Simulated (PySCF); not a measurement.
# Zn⁺ (zinc, charge +1) across methods

[Ar] 3d10 4s1, 2S determinant. Calculation: PySCF 2.14, in aug-cc-pVQZ-DK; scalar relativity by spin-free X2C-1e. The B2PLYP total includes its PT2 part (frozen core); its orbital energies are those of the SCF part.

```tsv
method	E (hartree)	mean ε 3d α (eV)	mean ε 3d β (eV)	mean ε 4s α (eV)	Σ⟨r²⟩ (bohr²)	⟨S²⟩
PBE0	-1795.332	-22.581	-22.415	-15.266	22.30	0.751
LDA	-1792.576	-20.172	-19.970	-14.783	22.34	0.751
BHandHLYP	-1795.533	-25.360	-25.248	-16.014	22.24	0.750
PBE	-1795.332	-19.825	-19.607	-14.514	22.44	0.751
UHF	-1793.98291	-30.165	-30.143	-16.970	22.37	0.751
MN15	-1796.812	-23.935	-23.816	-15.717	22.51	0.751
B2PLYP	-1795.306	-25.417	-25.310	-15.966	22.29	0.751
```

(1) Estimate the same row for r2SCAN.

## Answers

(1) E (hartree) = -1795.549; mean ε 3d α (eV) = -20.079; mean ε 3d β (eV) = -19.866; mean ε 4s α (eV) = -14.860; Σ⟨r²⟩ (bohr²) = 22.25; ⟨S²⟩ = 0.752.
